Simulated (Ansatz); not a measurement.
Isolated molecules relaxed with PBE0-D4/def2-TZVP in Ansatz; ΔE leaves out vibrations. CBS: MP2 limit from def2 TZ/QZ plus the TZ coupled-cluster correction, frozen cores. This one scheme is used for every species. DFT in def2-TZVPP. B3LYP here is the variant with VWN-RPA as its local correlation; programs differ in this. Elements past krypton have def2 core potentials. For I outer-core shells are correlated without core-valence functions, which leaves a few kJ/mol of doubt a bond. Each species was taken in one conformer, which may not be the lowest.

`ClC[SiH](Cl)I` + CH₄ → `C[SiH](Cl)CCl` + HI  (formal exchange of groups at the Si–I bond)

`ClC[SiH](Cl)I`:

Cartesian coordinates in Å:
```
Cl -1.015 -1.559 1.316
C -0.970 -0.307 0.053
Si 0.748 0.435 -0.009
Cl 0.680 2.023 -1.304
I 2.343 -1.215 -0.785
H -1.704 0.460 0.307
H -1.249 -0.762 -0.897
H 1.168 0.924 1.319
```

CH₄:

Z-matrix (Å, degrees):
```
C
H 1 1.090
H 1 1.090 2 109.5
H 1 1.090 2 109.5 3 -120.0
H 1 1.090 2 109.5 3 120.0
```

`C[SiH](Cl)CCl`:

Z-matrix (Å, degrees):
```
C
Si 1 1.853
H 1 1.092 2 110.0
H 1 1.092 2 110.5 3 -119.9
H 1 1.092 2 110.7 3 120.1
Cl 2 2.067 1 109.6 3 -177.7
C 2 1.877 1 112.0 3 -60.1
H 2 1.481 1 112.4 3 62.9
Cl 7 1.788 2 107.9 1 62.4
H 7 1.090 2 112.1 1 -179.0
H 7 1.090 2 112.3 1 -56.3
```

HI:

```xyz
2

I    -0.073    0.698   -0.395
H     0.073   -0.698    0.395
```

(1) Is it downhill or uphill in electronic energy at CCSD(T)/CBS, and by how much? (An estimate is asked.)

(2) What do these levels give: PBE-D4, PBE0-D4, ωB97X-V, ωB97M-V, B2PLYP, r2SCAN, PBE0, B3LYP, MP2/def2-TZVPP, SCS-MP2/def2-TZVPP, HF/def2-QZVPP, MP2/def2-QZVPP? (Estimate.)

Largest T1 diagnostic among the species: 0.009.

## Answers

(1) Computed: Uphill: ΔE = +83.9 kJ/mol.

(2) Ansatz gave: PBE-D4 82.4, PBE0-D4 82.3, ωB97X-V 76.6, ωB97M-V 77.0, B2PLYP 79.1, r2SCAN 80.7, PBE0 79.9, B3LYP 75.8, MP2/def2-TZVPP 86.1, SCS-MP2/def2-TZVPP 81.3, HF/def2-QZVPP 76.0, MP2/def2-QZVPP 91.6 kJ/mol.

The D4 term adds +4.8 kJ/mol with B3LYP and +2.4 kJ/mol with PBE0; it sums over pairs of atoms, weighted by their polarisabilities, and B3LYP, whose exchange is more repulsive, gets the larger term.
